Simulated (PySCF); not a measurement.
SnCl, SMILES [Cl][Sn+] (connectivity only; charge and spin as stated), charge +1, multiplicity 1.

Coordinates come from a B3LYP-D3(BJ)/def2-TZVP optimisation. The multiplicity is an assumed one; other spin states were not compared. The def2 effective core potentials stand for the cores of Sn; spin–orbit coupling is left out.

Vertical ionisation energy (IE) and electron affinity (EA) in eV. Rows of orbital energies are one-electron estimates. Where ΔSCF, EOM or ADC give a negative EA the extra electron is unbound and the value depends on the basis.

| level | IE | EA |
|---|---|---|
| −ε(HOMO), −ε(LUMO), PBE0/def2-TZVPD (PySCF) | 15.09 | 9.05 |
| −ε(HOMO), −ε(LUMO), M06-2X/def2-TZVPD (PySCF) | 15.96 | 8.10 |
